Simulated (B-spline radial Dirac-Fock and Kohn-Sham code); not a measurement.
## Neutral lithium: differential elastic cross section for electrons at 8.73 keV

The computed values come from a B-spline atomic structure program: relativistic (Dirac) partial waves in the static field of the Dirac-Fock atom with Furness-McCarthy exchange, without polarisation or absorption potentials.

```csv
θ (°),dσ/dΩ (a₀²/sr)
0,39.9
0.5,34.4
1,23.0
2,6.87
4,0.832
8,0.110
12,0.0324
16,0.0124
24,0.00284
32,0.000954
45,0.000261
60,8.98e-05
75,4.08e-05
90,2.23e-05
105,1.40e-05
120,9.82e-06
135,7.56e-06
150,6.30e-06
165,5.67e-06
180,5.48e-06
```

The total elastic cross section is 0.115 a₀², the first transport cross section 0.000776 a₀² and the second, weighted with (3/2) sin²θ, 0.00191 a₀². The mean deflection is ⟨1 − cos θ⟩ = 0.00673, and 0.060 % of the collisions scatter beyond 90°.
